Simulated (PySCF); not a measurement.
A TDDFT job was run through a driver script with this input:

```
{"job": {"kind": "uv", "xc": "wB97X-D", "basis": "def2-SVPD", "nstates": 8, "ntriplets": 3}, "charge": 0, "multiplicity": 1}
C      2.804797     0.182006    -1.101548
C      1.768138     0.144541    -0.504993
C      0.495551     0.115047     0.186904
C     -0.437076    -0.971388    -0.361160
C     -1.761791    -0.838141     0.366491
Se    -2.113266     1.108350     0.518451
C     -0.231500     1.448017     0.018817
H      3.721037     0.206528    -1.611538
H      0.672128    -0.074072     1.252908
H     -0.012877    -1.965727    -0.211273
H     -0.574647    -0.813203    -1.433108
H     -1.710714    -1.242703     1.378970
H     -2.589024    -1.305015    -0.165990
H      0.173538     2.233946     0.655200
H     -0.208709     1.779804    -1.021353
```

Output:

```
coarse grid: 58192 points
cycle   1  E = -2634.4314882061  dE =  1.821e-01  |g| = 3.227e-01  |ddm| = 1.090e+01
cycle   2  E = -2634.4533327497  dE = -2.184e-02  |g| = 2.116e-01  |ddm| = 1.728e+00
cycle   3  E = -2634.4633316504  dE = -9.999e-03  |g| = 7.978e-02  |ddm| = 7.634e-01
cycle   4  E = -2634.4647809282  dE = -1.449e-03  |g| = 3.002e-02  |ddm| = 2.154e-01
cycle   5  E = -2634.4650010694  dE = -2.201e-04  |g| = 9.528e-03  |ddm| = 1.467e-01
cycle   6  E = -2634.4650235452  dE = -2.248e-05  |g| = 1.726e-03  |ddm| = 3.871e-02
cycle   7  E = -2634.4650248469  dE = -1.302e-06  |g| = 6.475e-04  |ddm| = 1.052e-02
final grid: 123304 points
cycle   8  E = -2634.4645389285  dE = -1.176e-06  |g| = 5.014e-04  |ddm| = 2.057e-02
cycle   9  E = -2634.4645389706  dE = -4.216e-08  |g| = 4.260e-04  |ddm| = 4.128e-03
cycle  10  E = -2634.4645390108  dE = -4.016e-08  |g| = 6.370e-05  |ddm| = 9.723e-04
cycle  11  E = -2634.4645390127  dE = -1.911e-09  |g| = 3.267e-05  |ddm| = 4.598e-04
cycle  12  E = -2634.4645390131  dE = -3.715e-10  |g| = 1.579e-05  |ddm| = 1.322e-04
converged SCF energy = -2634.4645390131

Static polarisability (au): isotropic 94.469, principal 73.656 87.624 122.127

Singlet excitations
state   eV       nm        f      main configurations
  1   4.3955    282.1   0.00004   H->L 0.88
  2   5.7267    216.5   0.02139   H->L+1 0.62, H->L+2 0.27
  3   6.0855    203.7   0.05422   H->L+2 0.60, H->L+1 0.23
  4   6.5125    190.4   0.05354   H->L+3 0.92
  5   6.7096    184.8   0.00026   H-2->L+4 0.26, H-2->L 0.16, H-1->L+5 0.15
  6   6.8334    181.4   0.00040   H->L+4 0.60, H->L+7 0.12
  7   6.8930    179.9   0.02047   H-1->L 0.24, H-2->L+5 0.18, H-1->L+4 0.15
  8   6.9532    178.3   0.00107   H-1->L+5 0.29, H-1->L+6 0.14, H-2->L+4 0.11

Triplet excitations (Tamm-Dancoff, eV): 3.9764 5.1787 5.6064
```

Method: PySCF, TDDFT wB97X-D/def2-SVPD, vertical, gas phase, core orbitals frozen in the response. Geometry: GFN2-xTB, one conformer, isolated molecule. The wB97X-D/def2-SVPD calculation is non-relativistic and has no spin–orbit coupling, an omission that weighs most on selenium.

Problem. What is the polarisability anisotropy, √(½[(α1 − α2)² + (α2 − α3)² + (α3 − α1)²])?

Solution. 43.21 au.

Problem. What is the total energy of state 4 at this geometry?

Solution. -2634.46454 + 0.23933 = -2634.22521 hartree.

Problem. How much of the mean polarisability do the listed states account for?

Solution. The sum over states Σ f/ΔE² (ΔE in hartree) gives 2.85 au, 3% of the total; the rest comes from higher roots of the same response equations.

Problem. Give the energy of state 4 in hartree, cm⁻¹ and kJ/mol.

Solution. 0.23933 hartree, 52527 cm⁻¹, 628.4 kJ/mol.

Problem. Give the mean polarisability in Å³.

Solution. 94.47 au × 0.148185 = 14.00 Å³.

Problem. Which species is it?

Solution. `C([C@H]1C[Se]CC1)#C` (C6H8Se), point group C1.

The SCF starts on a coarse grid; the energy jumps when the final grid takes over, and dE counts afresh there. H and L stand for HOMO and LUMO.

The pairwise dispersion term of wB97X-D wasn't added to the energies; at a given geometry it leaves orbitals and properties as they are.
